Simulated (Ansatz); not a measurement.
Two structures of CH$_{6}$BrGa, singlet, reached by relaxing down either side of one saddle point (PBE0-D4/def2-TZVP). Energies are electronic, without zero-point energy. Computed with Ansatz 0.2.0 (basis: def2-TZVPP and def2-QZVPP); correlated methods freeze the cores. Filled d shells of the heavier atoms are correlated. The def2 sets are not built for correlating such inner shells, so the correlated values are less sure here. Extrapolation: Hartree–Fock as exp(−7.88 √X), correlation as X^−2.97. First:

Ga1  (-0.704, -0.607, -1.426)
Br2  (0.679, 0.562, -2.850)
H3  (-0.222, -2.041, -1.062)
H4  (-2.038, 0.108, -1.063)
H5  (0.825, 0.677, 0.288)
C6  (0.454, 0.394, 1.277)
H7  (0.088, 1.288, 1.779)
H8  (1.276, -0.048, 1.839)
H9  (-0.358, -0.334, 1.219)
(Å)

Second:

Ga1  (-0.791, -0.681, -0.471)
Br2  (1.024, 0.861, -2.173)
H3  (-0.318, -2.068, -1.047)
H4  (-2.084, -0.007, -1.064)
H5  (1.675, 1.424, -1.040)
C6  (0.015, 0.023, 1.193)
H7  (-0.089, 1.107, 1.269)
H8  (1.070, -0.246, 1.280)
H9  (-0.502, -0.413, 2.053)
(Å)

Which bonds change from the first to the second?

GaH₂Br ([GaH2][Br]) + CH₄ → CH₅Ga ([CH3][GaH2]) + HBr (still joined by a long Ga–Br bond); bonds formed: Ga1–C6, Br2–H5; bonds broken: H5–C6; bonds weakened to dative contacts: Ga1–Br2.

Give the saddle point's structure and its height above each. (An estimate is asked for; the value comes from the calculation.)

By the calculation: 1.909 eV above the first and 0.432 eV above the second (CCSD(T) at an estimated basis limit (MP2 extrapolated from triple and quadruple zeta, plus CCSD(T) − MP2 in triple zeta)).
```xyz
9
angstrom
Ga -0.7011 -0.6059 -0.6829
Br 1.1081 0.9331 -1.9963
H -0.2249 -2.0536 -1.0018
H -2.0553 0.0856 -1.0179
H 0.7642 0.6495 -0.4648
C 0.2234 0.1993 0.9992
H 0.0751 1.2546 1.2347
H 1.2424 -0.1038 1.2454
H -0.4320 -0.3588 1.6845
```

The T1 diagnostic stays at or below 0.011. The start structure is not quite a true minimum (one mode of 62i cm⁻¹). The end structure is not quite a true minimum (one mode of 38i cm⁻¹).

Labels in which every atom is bracketed show which atoms are joined, not bond orders.

For scale, one of the runs: CCSD(T)/def2-TZVPP, 211 basis functions, launched by `ansatz run in.yaml --threads 4 --pin off --events-out ev --progress --plain --max-ram 9574MiB`. The run took 98 s on 4 CPU threads of an Arm Neoverse V2 (shared host), with 3 GiB of host memory at its peak.
